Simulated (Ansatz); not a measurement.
Species: C$_{3}$H$_{2}$O (charge 0, singlet). 
Coordinates optimised at B3LYP-D3(BJ)/def2-TZVP (Ansatz, an electronic-structure program):
SMILES: C#CC=O
```xyz
6

C      1.4938     0.9359     0.6166
C      0.5445     0.2574     0.3296
C     -0.5874    -0.5911     0.0366
O     -1.2822    -0.4730    -0.9426
H      2.3310     1.5474     0.8534
H     -0.7781    -1.3760     0.7906
```

Basis-set convergence of Hartree-Fock and MP2 correlation energies (hartree) with Ansatz. Correlated levels leave the core frozen unless marked. Spin-orbit coupling is left out. Non-relativistic.

The Hartree-Fock reference is unstable (checked in the largest basis), which strains HF and MP2. 

| basis | functions | E(HF) | E(corr, MP2) |
|---|---|---|---|
| aug-cc-pVDZ | 110 | -189.56622 | -0.57758 |
| aug-cc-pVTZ | 230 | [?] | [?] |

Problem. Fill in the missing entries.

Solution. 
- aug-cc-pVTZ, E(HF): -189.61276
- aug-cc-pVTZ, E(corr, MP2): -0.69365
